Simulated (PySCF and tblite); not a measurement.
propiophenone, C₉H₁₀O, numbered as in [CH3:1][CH2:2][C:3](=[O:4])[c:5]1[cH:6][cH:7][cH:8][cH:9][cH:10]1.

Geometries GFN2-xTB; weights from B3LYP-D3(BJ)/def2-SVP (IEF-PCM, chloroform) energies and GFN2-xTB thermal corrections, with symmetry numbers and mirror pairs. Conformers within 3 kcal/mol (GFN2-xTB free energy) were kept, 4 at most. GIAO shieldings: mPW1PW91/pcSseg-1 (IEF-PCM, chloroform). Shifts are against TMS (¹H), TMS (¹³C) at the same level. Run with PySCF (density fitting) and tblite.

Torsions listed: C1–C2–C3–O4, O4–C3–C5–C6. Of a mirror pair one member is shown.

| conformer | shape | weight % | dipole D |
| --- | --- | --- | --- |
| 1 | 0°, 0° | 96.9 | 3.57 |
| 2 | -115°, 23° | 3.1 | 3.70 |

**Question.** How do the computed shifts compare with measured ones?

**Answer.** 
```json
{"nucleus": "¹H", "signal": "H1", "leading conformer": "1.31", "average": "1.31", "measured": "1.18", "medium": "not stated per compound (mostly CDCl3 or CCl4)"}
{"nucleus": "¹H", "signal": "H2", "leading conformer": "3.20", "average": "3.20", "measured": "2.92", "medium": "not stated per compound (mostly CDCl3 or CCl4)"}
{"nucleus": "¹³C", "signal": "C1", "leading conformer": "10.5", "average": "10.6", "measured": "8.3", "medium": "not stated per compound (mostly CDCl3 or CCl4)"}
{"nucleus": "¹³C", "signal": "C2", "leading conformer": "36.3", "average": "36.4", "measured": "31.7", "medium": "not stated per compound (mostly CDCl3 or CCl4)"}
```

Measured values: Pretsch, Buehlmann, Badertscher, Structure Determination of Organic Compounds, 4th ed. (2009); Shapiro, Mohrmann, J. Phys. Chem. Ref. Data 1977, 6, 919. Mean difference for ¹H: 0.21 ppm, scatter 0.08 ppm. Mean difference for ¹³C: 3.50 ppm, scatter 1.20 ppm. The computed shifts are unscaled and lack vibrational corrections.
